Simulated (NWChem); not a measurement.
System: CHCl3OSi; SMILES O=C[Si](Cl)(Cl)Cl

Input file for NWChem:

```
start job
memory heap 200 mb stack 900 mb global 1100 mb
geometry units angstroms noautosym nocenter noautoz
  O     -1.557268     2.170605     0.707055
  C     -1.477245     1.247675    -0.073432
  Si    -0.048910    -0.065037     0.001854
  Cl     1.227654     0.366081     1.551765
  Cl     0.954373    -0.021095    -1.805396
  Cl    -0.907265    -1.928378     0.258431
  H     -2.239802     1.094459    -0.902640
end
basis spherical
  O library 6-31g*
  C library 6-31g*
  Si library 6-31g*
  Cl library 6-31g*
  H library 6-31g*
end
dft
  xc m06-2x
  iterations 150
end
cosmo
  do_cosmo_smd true
  solvent water
end
task dft energy
```

Excerpt of the output:

```
             Northwest Computational Chemistry Package (NWChem) 7.3.0
             --------------------------------------------------------

                             Geometry "geometry" -> ""
                             -------------------------

 Output coordinates in angstroms (scale by  1.889725989 to convert to a.u.)

  No.       Tag          Charge          X              Y              Z
 ---- ---------------- ---------- -------------- -------------- --------------
    1 O                    8.0000    -1.55726800     2.17060500     0.70705500
    2 C                    6.0000    -1.47724500     1.24767500    -0.07343200
    3 Si                  14.0000    -0.04891000    -0.06503700     0.00185400
    4 Cl                  17.0000     1.22765400     0.36608100     1.55176500
    5 Cl                  17.0000     0.95437300    -0.02109500    -1.80539600
    6 Cl                  17.0000    -0.90726500    -1.92837800     0.25843100
    7 H                    1.0000    -2.23980200     1.09445900    -0.90264000

 Effective nuclear repulsion energy (a.u.)     504.0049646331

                                 NWChem DFT Module
                                 -----------------

 Summary of "ao basis" -> "ao basis" (spherical)
 ------------------------------------------------------------------------------
       Tag                 Description            Shells   Functions and Types
 ---------------- ------------------------------  ------  ---------------------
 O                           6-31g*                  6       14   3s2p1d
 C                           6-31g*                  6       14   3s2p1d
 Si                          6-31g*                  8       18   4s3p1d
 Cl                          6-31g*                  8       18   4s3p1d
 H                           6-31g*                  2        2   2s

 in cosmo_initialize ...
 calling solv_data for solv:h2o

 solvent parameters
 solvname_short: h2o
 solvname_long:  water
 dielec:       78.4000
 dielecinf:     1.7769
 aqueous SMD model solvent descriptors
 dielec:       78.4000
 sola:          0.8200

          ---------------
          -cosmo- solvent
          ---------------
 Cosmo: York-Karplus, doi: 10.1021/jp992097l
 dielectric constant -eps-     =  78.40
 screen = (eps-1)/(eps    )    =   0.98724
 surface charge correction     = lagrangian

   van der Waals surface
 --------------------------

 ---------- ATOMIC COORDINATES (A.U.) ------------ VDWR(ANG.) --
     1   -2.94280981    4.10184868    1.33614021     1.520
     2   -2.79158827    2.35776387   -0.13876636     1.850
     3   -0.09242650   -0.12290211    0.00350355     2.470
     4    2.31992967    0.69179278    2.93241065     2.380
     5    1.80350346   -0.03986377   -3.41170374     2.380
     6   -1.71448225   -3.64410602    0.48836378     2.380
     7   -4.23261205    2.06822762   -1.70574227     1.200
 number of segments per atom =        128
 number of   points per atom =        128
 atom (   nspa,  nppa )
 ----------------------
    1 (     72,     0 )       0
    2 (     42,     0 )       0
    3 (     19,     0 )       0
    4 (     85,     0 )       0
    5 (     89,     0 )       0
    6 (     90,     0 )       0
    7 (     57,     0 )       0
 number of -cosmo- surface points =      454
 molecular surface =    180.423 angstrom**2
 molecular volume  =    178.902 angstrom**3
 -lineq- algorithm             =   0
 -bem- low  level              =   3
 -bem- from -octahedral-
 gaussian surface charge width =   4.50000
 degree of switching           =   1.00000
 switching function tolerance  =   0.00010
 atomic radii =
 --------------
    1  8.000  1.520
    2  6.000  1.850
    3 14.000  2.470
    4 17.000  2.380
    5 17.000  2.380
    6 17.000  2.380
    7  1.000  1.200
 ...... end of -cosmo- initialization ......

 nat:                     7
 ixmem:                  2814
 calling mnsol_interface()
 G(SMD-CDS) energy (kcal/mol)  =     3.723
 SMD-CDS SASA (angstrom**2)    =   172.217

            General Information
            -------------------
          SCF calculation type: DFT
          Wavefunction type:  closed shell.
          No. of atoms     :     7
          No. of electrons :    80
           Alpha electrons :    40
            Beta electrons :    40
          Charge           :     0
          Spin multiplicity:     1
          Use of symmetry is: off; symmetry adaption is: off
          Maximum number of iterations: 150
          AO basis - number of functions:   102
                     number of shells:    46
          Convergence on energy requested:  1.00D-06
          Convergence on density requested:  1.00D-05
          Convergence on gradient requested:  5.00D-04

              XC Information
              --------------
                       M06-2X Method XC Functional
                     Hartree-Fock (Exact) Exchange  0.540
                        M06-2X Exchange Functional  1.000
                      M06-2X Correlation Potential  1.000

             Grid Information
             ----------------
          Grid used for XC integration:  medium
          Radial quadrature: Mura-Knowles
          Angular quadrature: Lebedev.
          Tag              B.-S. Rad. Rad. Pts. Rad. Cut. Ang. Pts.
          ---              ---------- --------- --------- ---------
          O                   0.60       49          11.0       434
          C                   0.70       49          10.0       434
          Si                  1.10       88           8.0       590
          Cl                  1.00       88          11.0       590
          H                   0.35       45          11.0       434
          Grid pruning is: on
          Number of quadrature shells:   495
          Spatial weights used:  Erf1

      Superposition of Atomic Density Guess
      -------------------------------------

 Sum of atomic energies:       -1780.08189459

      Non-variational initial energy
      ------------------------------

 Total energy =   -1781.715329
 1-e energy   =   -3465.417619
 2-e energy   =    1179.697325
 HOMO         =      -0.274240
 LUMO         =      -0.054952

   convergence    iter        energy       DeltaE   RMS-Dens  Diis-err
 ---------------- ----- ----------------- --------- --------- ---------
     COSMO gas phase
 d= 0,ls=0.0,diis     1  -1783.7773194864 -2.29D+03  1.82D-02  1.21D+00
 d= 0,ls=0.0,diis     2  -1783.5854076525  1.92D-01  1.00D-02  3.42D+00
 d= 0,ls=0.0,diis     3  -1783.9426132778 -3.57D-01  1.83D-03  3.15D-02
 d= 0,ls=0.0,diis     4  -1783.9458464413 -3.23D-03  7.63D-04  9.26D-03
 d= 0,ls=0.0,diis     5  -1783.9463252572 -4.79D-04  2.68D-04  1.90D-04
  Resetting Diis
 d= 0,ls=0.0,diis     6  -1783.9463627562 -3.75D-05  9.49D-05  3.59D-05
 d= 0,ls=0.0,diis     7  -1783.9463687073 -5.95D-06  2.04D-05  1.25D-06
 d= 0,ls=0.0,diis     8  -1783.9463687911 -8.39D-08  7.17D-06  1.25D-06

   convergence    iter        energy       DeltaE   RMS-Dens  Diis-err
 ---------------- ----- ----------------- --------- --------- ---------
     COSMO solvation phase
 d= 0,ls=0.0,diis     1  -1783.9469052577 -5.36D-04  1.62D-03  4.71D-03
 d= 0,ls=0.0,diis     2  -1783.9478988626 -9.94D-04  3.80D-04  5.71D-03
 d= 0,ls=0.0,diis     3  -1783.9484294511 -5.31D-04  2.82D-04  1.77D-04
 d= 0,ls=0.0,diis     4  -1783.9484751479 -4.57D-05  7.29D-05  2.30D-05
 d= 0,ls=0.0,diis     5  -1783.9484786364 -3.49D-06  2.45D-05  2.68D-06
 d= 0,ls=0.0,diis     6  -1783.9484791274 -4.91D-07  5.55D-06  1.40D-07

         Total DFT energy =    -1783.948479127351
      One electron energy =    -3465.943817855360
           Coulomb energy =     1298.449166599641
    Exchange-Corr. energy =     -120.043229643520
 Nuclear repulsion energy =      504.004964633150

             COSMO energy =       -0.415562861261

 Numeric. integr. density =       79.999999461398

                                COSMO-SMD solvation results
                                ---------------------------

             internal energy in gas <Psi(g)|H|Psi(g)> =     -1783.946368791144
         internal energy in solvent <Psi(s)|H|Psi(s)> =     -1783.944326398431
                               delta internal energy  =         0.002042392713 (    1.28 kcal/mol)
   total free energy in solvent <Psi(s)|H+V/2|Psi(s)> =     -1783.954412022897
 polarization energy contribution <Psi(s)|V/2|Psi(s)> =        -0.010085624467 (   -6.33 kcal/mol)
    total free energy in solvent including G(SMD-CDS) =     -1783.948479127351
                       G(SMD-CDS) energy contribution =         0.005932895547 (    3.72 kcal/mol)
     1 M fixed-concentration free energy of solvation =        -0.002110336207 (   -1.32 kcal/mol)

                       DFT Final Molecular Orbital Analysis
                       ------------------------------------

 Vector   38  Occ=2.000000D+00  E=-4.117780D-01
              MO Center=  1.1D-01, -7.3D-01, -4.8D-01, r^2= 4.7D+00
   Bfn.  Coefficient  Atom+Function         Bfn.  Coefficient  Atom+Function
  ----- ------------  ---------------      ----- ------------  ---------------
    89      0.465513  6 Cl px                72      0.408345  5 Cl py
    93      0.253784  6 Cl px                73     -0.227288  5 Cl pz
    76      0.215603  5 Cl py                85     -0.179228  6 Cl px
    68     -0.157084  5 Cl py                55     -0.155312  4 Cl pz
    71     -0.147543  5 Cl px                54      0.143166  4 Cl py

 Vector   39  Occ=2.000000D+00  E=-3.994361D-01
              MO Center=  3.8D-01, -5.7D-01, -8.2D-02, r^2= 5.0D+00
   Bfn.  Coefficient  Atom+Function         Bfn.  Coefficient  Atom+Function
  ----- ------------  ---------------      ----- ------------  ---------------
    91      0.446830  6 Cl pz                72     -0.315488  5 Cl py
    71     -0.282242  5 Cl px                55     -0.253962  4 Cl pz
    95      0.242513  6 Cl pz                54      0.234449  4 Cl py
    53      0.228775  4 Cl px                76     -0.170881  5 Cl py
    87     -0.171611  6 Cl pz                73     -0.153052  5 Cl pz

 Vector   40  Occ=2.000000D+00  E=-3.340993D-01
              MO Center= -1.2D+00,  1.2D+00,  1.6D-01, r^2= 3.2D+00
   Bfn.  Coefficient  Atom+Function         Bfn.  Coefficient  Atom+Function
  ----- ------------  ---------------      ----- ------------  ---------------
     3      0.397941  1 O  px                 7      0.316534  1 O  px
    34     -0.232556  3 Si s                102      0.214177  7 H  s
    35      0.206541  3 Si px                17     -0.202358  2 C  px
    36     -0.202852  3 Si py                 5      0.200252  1 O  pz
   101      0.185353  7 H  s                 90      0.174336  6 Cl py

 Vector   41  Occ=0.000000D+00  E=-3.865279D-02
              MO Center= -1.1D+00,  1.1D+00,  1.2D-01, r^2= 2.9D+00
   Bfn.  Coefficient  Atom+Function         Bfn.  Coefficient  Atom+Function
  ----- ------------  ---------------      ----- ------------  ---------------
    41      0.311138  3 Si pz                40     -0.284445  3 Si py
    39     -0.279720  3 Si px                 9     -0.250386  1 O  pz
    23      0.248739  2 C  pz                74      0.243048  5 Cl s
    92     -0.242733  6 Cl s                  5     -0.234385  1 O  pz
    19      0.234780  2 C  pz                 8      0.231776  1 O  py

 Vector   42  Occ=0.000000D+00  E= 8.868845D-03
              MO Center=  3.6D-01, -4.5D-01,  1.9D-02, r^2= 4.2D+00
   Bfn.  Coefficient  Atom+Function         Bfn.  Coefficient  Atom+Function
  ----- ------------  ---------------      ----- ------------  ---------------
    38      1.232722  3 Si s                 34      0.660418  3 Si s
    56     -0.459772  4 Cl s                 74     -0.437128  5 Cl s
    77     -0.437448  5 Cl pz                92     -0.437799  6 Cl s
    39      0.388039  3 Si px                59      0.382680  4 Cl pz
    40     -0.348332  3 Si py                94     -0.349154  6 Cl py

 Vector   43  Occ=0.000000D+00  E= 4.160174D-02
              MO Center= -2.2D-01,  7.5D-02, -2.2D-02, r^2= 4.4D+00
   Bfn.  Coefficient  Atom+Function         Bfn.  Coefficient  Atom+Function
  ----- ------------  ---------------      ----- ------------  ---------------
    41      1.017751  3 Si pz                56     -0.741516  4 Cl s
    40      0.687874  3 Si py                37      0.455103  3 Si pz
    39      0.416564  3 Si px                74      0.387043  5 Cl s
    57      0.381611  4 Cl px                92      0.383284  6 Cl s
    59      0.331689  4 Cl pz                36      0.304691  3 Si py

     Multipole analysis of the density
     ---------------------------------

     L   x y z        total         alpha         beta         nuclear
     -   - - -        -----         -----         ----         -------
     0   0 0 0     -0.000000    -40.000000    -40.000000     80.000000

     1   1 0 0     -0.465512      2.200457      2.200457     -4.866426
     1   0 1 0     -0.295176      1.631431      1.631431     -3.558038
     1   0 0 1     -0.696833     -4.525433     -4.525433      8.354033

     2   2 0 0    -45.112592   -187.973267   -187.973267    330.833941
     2   1 1 0      1.055091      6.718037      6.718037    -12.380982
     2   1 0 1      2.408876     13.754977     13.754977    -25.101078
     2   0 2 0    -50.725952   -228.542533   -228.542533    406.359114
     2   0 1 1     -2.743593    -23.818179    -23.818179     44.892765
     2   0 0 2    -47.305761   -206.363253   -206.363253    365.420745
```

Level: M06-2X/6-31G* (spherical d), SMD on the gas-phase geometry. Structure relaxed at the PBE-D3(BJ)/def2-SVP level. Solvent: water.
